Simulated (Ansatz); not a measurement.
Reactions of BrH3OSi2, SMILES `[SiH3]O[Si]Br`.

Program: Ansatz. Geometries: PBE0-D4/def2-TZVP. ΔE: electronic, gas phase. CBS: MP2 limit from def2 TZ/QZ plus the TZ coupled-cluster correction, frozen cores. This one scheme is used for every species. DFT in def2-TZVPP. B3LYP here is the variant with VWN-RPA as its local correlation; programs differ in this. def2 core potentials past Kr. For Br, Cd outer-core shells are correlated without core-valence functions, which leaves a few kJ/mol of doubt a bond. Scalar relativity is left out up to krypton. Each species was taken in one conformer, which may not be the lowest.

```tsv
reaction	B3LYP-D4 (eV)	MP2/CBS(def2) (eV)	PBE0-D4 (eV)	r2SCAN-D4 (eV)
`[SiH3]O[Si]Br` + H₂O → `O[Si]O[SiH3]` + HBr	-0.03	0.02	0.02	-0.04
`[SiH3]O[Si]Br` + `[SiH3]N[SiH3]` → `[SiH3]N([SiH3])[Si]Br` + silanol	0.51	0.39	0.41	0.46
`[SiH3]O[Si]Br` + CH₄ → `C[Si]Br` + silanol	1.87	1.81	1.72	1.80
`[SiH3]O[Si]Br` + `N=C(O)CO` → `OC/C(O)=N\[SiH3]` + `O[Si]Br`	0.50	0.49	0.43	0.44
`[SiH3]O[Si]Br` + `N#CO` → `N#CO[SiH3]` + `O[Si]Br`	0.08	0.06	0.07	0.06
`[SiH3]O[Si]Br` + H–F → `F[Si]O[SiH3]` + HBr	-0.45	-0.35	-0.35	-0.44
`[SiH3]O[Si]Br` + silanol → `[SiH3]O[Si]O[SiH3]` + HBr	-0.16	-0.11	-0.07	-0.13
`[SiH3]O[Si]Br` + H–F → `F[SiH3]` + `O[Si]Br`	-0.31	-0.26	-0.30	-0.36
`[SiH3]O[Si]Br` + `CCBS` → `CCBS[SiH3]` + `O[Si]Br`	0.54	0.46	0.39	0.45
`[SiH3]O[Si]Br` + `[OH][Cd][F]` → `[F][Cd][O][SiH3]` + `O[Si]Br`	-0.03	-0.04	-0.07	-0.07
```

Problem. Give the CCSD(T)/CBS values in the same order. (Estimate.)

Solution. Computed: -0.02, 0.43, 1.77, 0.52, 0.07, -0.41, -0.15, -0.28, 0.49, -0.05 eV.

Largest T1 diagnostic: 0.017, for `[OH][Cd][F]`.
